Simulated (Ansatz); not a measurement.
`O=CB([SiH3])[AsH2]` + H₂ → `O=CB[SiH3]` + arsine at 298.15 K and 1 bar (hydrogenolysis of a B–As bond).

Program: Ansatz. Geometries: PBE0-D4/def2-TZVP. ΔE: electronic, gas phase. CCSD(T)/CBS is the MP2 limit (def2-TZVPP, def2-QZVPP) plus CCSD(T) − MP2 in def2-TZVPP, frozen cores. This one scheme is used for every species. For As outer-core shells are correlated without core-valence functions, which leaves a few kJ/mol of doubt a bond. Scalar relativity is left out up to krypton. Each species was taken in one conformer, which may not be the lowest.

```
             species  CCSD(T)/CBS energy (Eh)  H − E (kJ/mol)  S (J/(mol·K))
`O=CB([SiH3])[AsH2]`              -2665.66144           189.6          393.2
                  H₂                 -1.17544            35.1          130.4
        `O=CB[SiH3]`               -430.03905           163.2          328.5
            `[AsH3]`              -2236.79077            67.8          222.9
```

H − E and S are ideal-gas, rigid-rotor, harmonic terms from PBE0-D4/def2-TZVP, for one conformer and one mirror image of each species. For small species the MP2-based limit differs from directly extrapolated CCSD(T) by up to some mEh (0.8 for H₂); such offsets cancel only in part. 1 Eh = 2625.50 kJ/mol, R = 8.31446 J/(mol·K).

By hand: ΔE, ΔH, ΔS and ΔG.

ΔE = (-430.03905) + (-2236.79077) − (-2665.66144) − (-1.17544) = 0.00706 Eh = 18.5 kJ/mol. Δ(H − E) = 163.2 + 67.8 − 189.6 − 35.1 = 6.3, so ΔH = 24.8 kJ/mol. ΔS = 328.5 + 222.9 − 393.2 − 130.4 = 27.8 J/(mol·K). ΔG = 24.8 − 298.15 × (27.8)/1000 = 16.5 kJ/mol.

By hand: the equilibrium constant, and the temperature at which ΔG would vanish if ΔH and ΔS stayed fixed.

log₁₀ K = −ΔG/(RT ln 10) = -2.9. ΔG = 0 at ΔH/ΔS = 892 K.

TΔS isn't small against ΔH here. A doubt of 5 kJ/mol in ΔE shifts log₁₀ K by 0.9 here. Other conformers and mirror images would add mixing entropy, several J/(mol·K) or more a flexible species. These are equilibria of isolated gas molecules and say nothing of rates. Largest T1 diagnostic: 0.021 (customary marks: 0.02 for closed shells, 0.045 for open ones).
